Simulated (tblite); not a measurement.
Record of a relaxation.

Compound: p-diethylbenzene, C10H14.
Numbering: `[CH3:1][CH2:2][c:3]1[cH:4][cH:5][c:6]([CH2:7][CH3:8])[cH:9][cH:10]1` (hydrogens: H11, H12, H13 on C1; H14, H15 on C2; H16 on C4; H17 on C5; H18, H19 on C7; H20, H21, H22 on C8; H23 on C9; H24 on C10)

Computed with GFN2-xTB (tblite), gas phase: L-BFGS steps from a force-field or distance-geometry start until the largest atomic force falls under 0.01 eV/Å. 4 of its 95 geometries are shown.

Step 0: E = -776.2929 eV, largest atomic force 1.912 eV/Å
```
atom  x, y, z in Å  |  force x, y, z in eV/Å
C1     -3.589   -0.682    0.231   -1.468  -0.294  -0.571
C2     -2.813    0.556   -0.234   -0.122   0.450   1.216
C3     -1.340    0.291   -0.015   -1.621   0.772  -0.500
C4     -0.671   -0.270   -1.067    1.059  -0.458  -0.170
C5      0.682   -0.548   -0.939   -0.645  -0.033  -0.664
C6      1.310   -0.221    0.236    0.988  -0.329   0.126
C7      2.772   -0.524    0.311    0.331  -0.595   1.787
C8      3.649    0.615   -0.152    1.280   0.266  -1.034
C9      0.620    0.354    1.282    0.428   0.288   0.963
C10    -0.720    0.618    1.167   -0.157   0.183   0.361
H11    -4.230   -0.390    1.088    0.534  -0.689  -0.383
H12    -4.282   -1.047   -0.584    0.598   0.408   0.829
H13    -2.924   -1.524    0.439   -0.192   0.273   0.331
H14    -3.069    0.746   -1.279    0.303   0.306   0.248
H15    -3.109    1.415    0.438    0.180  -0.612  -1.008
H16    -1.215   -0.512   -1.954   -0.084  -0.090  -0.415
H17     1.259   -0.997   -1.747   -0.262   0.107   0.176
H18     3.054   -0.718    1.392   -0.340  -0.067  -0.973
H19     3.024   -1.433   -0.254   -0.304   0.217   0.125
H20     4.502    0.140   -0.702   -0.425   0.685   0.399
H21     4.082    1.169    0.700   -0.449  -0.013  -0.636
H22     3.144    1.286   -0.883    0.297  -0.371   0.745
H23     1.104    0.627    2.231    0.053  -0.266  -0.574
H24    -1.251    1.071    2.005    0.016  -0.139  -0.378
```

Step 31: E = -776.7403 eV, largest atomic force 0.125 eV/Å
```
atom  x, y, z in Å  |  force x, y, z in eV/Å
C1     -3.663   -0.679    0.253   -0.014   0.022  -0.012
C2     -2.838    0.552   -0.166    0.065   0.080  -0.053
C3     -1.361    0.302   -0.055    0.058   0.052  -0.019
C4     -0.646   -0.261   -1.106   -0.002  -0.033   0.017
C5      0.698   -0.558   -0.966   -0.016   0.010   0.011
C6      1.362   -0.291    0.225   -0.030   0.065   0.012
C7      2.829   -0.581    0.354   -0.050  -0.046   0.019
C8      3.650    0.612   -0.143    0.014   0.009   0.000
C9      0.660    0.323    1.254    0.010   0.029   0.006
C10    -0.682    0.624    1.112    0.017  -0.036   0.032
H11    -4.179   -0.490    1.190    0.021  -0.053   0.041
H12    -4.410   -0.925   -0.496    0.002   0.022   0.003
H13    -3.022   -1.548    0.386    0.018   0.012  -0.016
H14    -3.063    0.819   -1.198   -0.094   0.004  -0.083
H15    -3.103    1.403    0.465   -0.033  -0.001  -0.044
H16    -1.139   -0.458   -2.049   -0.040  -0.060   0.067
H17     1.244   -1.001   -1.791   -0.067   0.032   0.058
H18     3.079   -0.792    1.396    0.024  -0.014  -0.044
H19     3.066   -1.464   -0.241    0.061  -0.019  -0.024
H20     4.676    0.316   -0.349   -0.011   0.019   0.007
H21     3.663    1.400    0.605   -0.030   0.049   0.008
H22     3.205    1.016   -1.051    0.088  -0.043  -0.021
H23     1.179    0.571    2.170   -0.040  -0.001  -0.005
H24    -1.216    1.128    1.907    0.050  -0.101   0.039
```

Step 63: E = -776.8664 eV, largest atomic force 0.131 eV/Å
```
atom  x, y, z in Å  |  force x, y, z in eV/Å
C1     -3.675   -0.627    0.283    0.002  -0.041  -0.062
C2     -2.828    0.547   -0.214    0.003  -0.002   0.003
C3     -1.356    0.278   -0.070   -0.007   0.010   0.015
C4     -0.640   -0.302   -1.111   -0.062   0.003   0.011
C5      0.708   -0.583   -0.985   -0.078  -0.040   0.040
C6      1.370   -0.301    0.202   -0.005   0.067  -0.007
C7      2.837   -0.563    0.355    0.042  -0.023   0.017
C8      3.643    0.648   -0.113    0.022   0.021  -0.018
C9      0.662    0.295    1.236   -0.018  -0.016   0.034
C10    -0.682    0.582    1.105   -0.023  -0.041   0.026
H11    -3.587   -0.748    1.362    0.017   0.032  -0.066
H12    -4.723   -0.461    0.029    0.092  -0.038   0.085
H13    -3.344   -1.549   -0.191   -0.042  -0.004   0.009
H14    -3.055    0.718   -1.270   -0.024   0.056   0.040
H15    -3.099    1.439    0.355    0.011   0.035  -0.062
H16    -1.163   -0.532   -2.028    0.062  -0.033  -0.064
H17     1.253   -1.037   -1.804   -0.069   0.032   0.037
H18     3.066   -0.772    1.400    0.018   0.024   0.076
H19     3.118   -1.440   -0.229    0.064  -0.040  -0.075
H20     4.699    0.511    0.093    0.084  -0.039  -0.017
H21     3.311    1.551    0.392   -0.042   0.003   0.071
H22     3.510    0.795   -1.180    0.004   0.013  -0.087
H23     1.170    0.532    2.160    0.020   0.000   0.017
H24    -1.207    1.037    1.932   -0.066   0.021  -0.023
```

Step 94: E = -776.8835 eV, largest atomic force 0.010 eV/Å
```
atom  x, y, z in Å  |  force x, y, z in eV/Å
C1     -3.657   -0.628    0.280   -0.001  -0.003   0.000
C2     -2.834    0.552   -0.239    0.001   0.003   0.001
C3     -1.364    0.281   -0.090    0.004  -0.001   0.000
C4     -0.639   -0.311   -1.116    0.000  -0.002  -0.004
C5      0.706   -0.591   -0.963    0.002   0.002   0.001
C6      1.365   -0.291    0.222    0.000  -0.006   0.004
C7      2.837   -0.554    0.369    0.004   0.002  -0.002
C8      3.651    0.647   -0.117    0.004   0.005  -0.006
C9      0.640    0.298    1.249    0.002   0.002   0.000
C10    -0.705    0.578    1.095    0.001   0.000   0.003
H11    -3.449   -0.799    1.334    0.004  -0.006  -0.002
H12    -4.721   -0.431    0.164    0.005  -0.007  -0.002
H13    -3.408   -1.534   -0.269   -0.003   0.009   0.001
H14    -3.074    0.725   -1.290    0.000  -0.005  -0.001
H15    -3.101    1.449    0.324   -0.003   0.007  -0.003
H16    -1.133   -0.554   -2.046   -0.008   0.003  -0.005
H17     1.253   -1.050   -1.775    0.000   0.000   0.003
H18     3.075   -0.749    1.417   -0.003   0.003  -0.001
H19     3.115   -1.435   -0.213   -0.001   0.000  -0.001
H20     4.716    0.454   -0.011   -0.007   0.003   0.004
H21     3.398    1.535    0.460    0.000  -0.007   0.004
H22     3.438    0.851   -1.164   -0.006  -0.007   0.003
H23     1.133    0.539    2.180    0.004  -0.001  -0.003
H24    -1.253    1.036    1.907    0.002   0.006   0.003
```

**Question.** Summarise the path.

**Answer.** The energy falls by 13.62 kcal/mol from step 0 to step 94; nine tenths of that is first reached at step 57. It rises by more than 0.2 meV at step 65. The largest force goes from 1.912 to 0.010 eV/Å. Among the bonds C1–H12 changes most, from 1.130 to 1.088 Å; the atoms move by 0.431 Å rms after alignment.

**Question.** Follow the three bonds and two angles with the largest change from start to end.

**Answer.** 
```
step  E above end (kcal/mol)  largest force (eV/Å)  C1–H12 (Å)  C7–H18 (Å)  C2–H15 (Å)  H11–C1–H13 (°)  C2–C3–C4 (°)
   0                   13.62                 1.912       1.130       1.133       1.131           114.1         115.9
   4                    5.83                 0.390       1.081       1.086       1.085           109.4         118.5
   8                    4.84                 0.122       1.089       1.092       1.091           107.2         119.2
  12                    4.63                 0.103       1.085       1.091       1.091           107.9         119.7
  16                    4.48                 0.079       1.088       1.091       1.090           108.4         120.2
  20                    4.32                 0.124       1.087       1.093       1.092           107.7         120.5
  25                    3.89                 0.135       1.087       1.090       1.089           107.2         120.7
  29                    3.55                 0.340       1.089       1.093       1.093           108.7         121.4
  33                    2.91                 0.165       1.087       1.093       1.090           107.9         121.0
  37                    2.47                 0.159       1.087       1.090       1.090           107.9         120.4
  41                    2.25                 0.086       1.087       1.094       1.092           107.8         120.4
  45                    2.03                 0.118       1.087       1.091       1.093           108.1         119.8
  49                    1.91                 0.073       1.087       1.093       1.090           108.0         119.6
  53                    1.73                 0.130       1.089       1.091       1.092           108.0         119.3
  57                    1.35                 0.303       1.081       1.095       1.091           107.9         119.8
  61                    0.78                 0.208       1.090       1.089       1.092           108.6         119.8
  65                    0.36                 0.316       1.097       1.094       1.092           108.1         120.8
  69                    0.14                 0.057       1.089       1.094       1.091           108.7         120.4
  74                    0.06                 0.051       1.087       1.091       1.093           108.1         120.9
  78                    0.02                 0.028       1.088       1.093       1.092           108.2         120.8
  82                    0.01                 0.018       1.087       1.092       1.093           108.3         120.9
  86                    0.01                 0.015       1.088       1.092       1.092           108.3         120.9
  90                    0.00                 0.020       1.088       1.092       1.092           108.2         121.0
  94                    0.00                 0.010       1.088       1.092       1.092           108.3         121.0
```

What follows is the cost of the whole relaxation. Time: 0.79 s. Hardware: one thread, Arm Neoverse V1 (aarch64), shared host with 32 logical CPUs at a one-minute load of 13.
